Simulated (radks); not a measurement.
Results of a calculation; reference values are marked as such.
Orbital eigenvalues (eV) of the osmium ion Os3+, [Xe] 4f14 5d5, at several levels of relativity; Dirac values are averaged over j with weights 2j + 1. Spin-unpolarised spherical Kohn-Sham, BLYP, point nucleus unless stated (finite: rms radius 5.4126 fm), a radial shooting solver on a logarithmic mesh with Libxc functionals. A level marked "c x" has the speed of light scaled by that factor and shares open shells by 2j + 1; other Dirac levels either fill j = l - 1/2 first or share by 2j + 1.

shell       non-rel.  scalar-rel.  scalar-rel., finite nucleus  Dirac, c x 0.85  change of magnitude, last against first (%)
3s           -2603.1      -3025.3                      -3024.1          -3230.4                                       +24.10
3p           -2393.7      -2536.8                      -2536.8          -2625.5                                        +9.68
3d           -2003.0      -1991.4                      -1991.4          -1977.7                                        -1.26
4s           -557.71      -662.50                      -662.22          -714.75                                       +28.16
4p           -469.06      -502.31                      -502.32          -524.02                                       +11.72
4d           -306.87      -303.55                      -303.56          -300.88                                        -1.95
5s           -103.88      -122.15                      -122.09          -131.58                                       +26.67
4f           -92.725      -82.705                      -82.711          -78.451                                       -15.39
5p           -76.945      -81.142                      -81.144          -84.356                                        +9.63
5d           -35.806      -34.897                      -34.897          -34.545                                        -3.52
6s (empty)   -27.681      -30.627                      -30.619          -32.164                                       +16.20
6p (empty)   -21.602      -22.319                      -22.320          -22.820                                        +5.64
